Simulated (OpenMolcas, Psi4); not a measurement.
CH5InO2 (SMILES [CH3][In]([OH])[OH]): methods side by side

CH5InO2: 9 atoms, total charge 0, spin state singlet. As SMILES, `[CH3][In]([OH])[OH]`. Geometry: relaxed at PBE0-D4/def2-TZVP. This is one conformer, not always the lowest.

```xyz
9

C    -0.0866    0.9202   -1.3662
In    0.1229   -0.3361    0.3378
O     1.4408   -1.8060    0.5009
O    -0.8986   -0.3129    2.0486
H    -1.1264    0.9292   -1.6928
H     0.2121    1.9363   -1.1077
H     0.5475    0.5489   -2.1698
H     1.3655   -2.2434    1.3531
H    -1.5771    0.3637    2.0961
```

Each level gives the energy change with the C1–H6 bond stretched from 1.090 to 1.962 Å (eV). The values are calculated.

| level | kind | program | value (eV) |
| --- | --- | --- | --- |
| HF/def2-SVP (core potential) (unrestricted) | Hartree–Fock | OpenMolcas | 3.87 |
| SVWN5/def2-SVP (core potential) (restricted) | LDA | OpenMolcas | 3.27 |
| BLYP/def2-SVP (core potential) (restricted) | GGA | OpenMolcas | 3.11 |
| TPSS/def2-SVP (core potential) (restricted) | meta-GGA | OpenMolcas | 3.28 |
| r2SCAN/def2-SVP (core potential) (restricted) | meta-GGA | OpenMolcas | 3.40 |
| PBE0/def2-SVP (core potential) (restricted) | global hybrid | OpenMolcas | 3.51 |
| wB97X-V/def2-SVP (core potential) (restricted) | range-separated hybrid | Psi4 | 3.59 |
| B2PLYP/def2-SVP (core potential) (restricted) | double hybrid | OpenMolcas | 3.45 |
| MP2/def2-SVP (core potential) (restricted) | perturbation theory | OpenMolcas | 3.61 |

The first shape isn't each level's own minimum. The values span 3.11 to 3.87 eV. In the correlated wave-function rows the outer d shell of In is correlated, in sets not made for it.
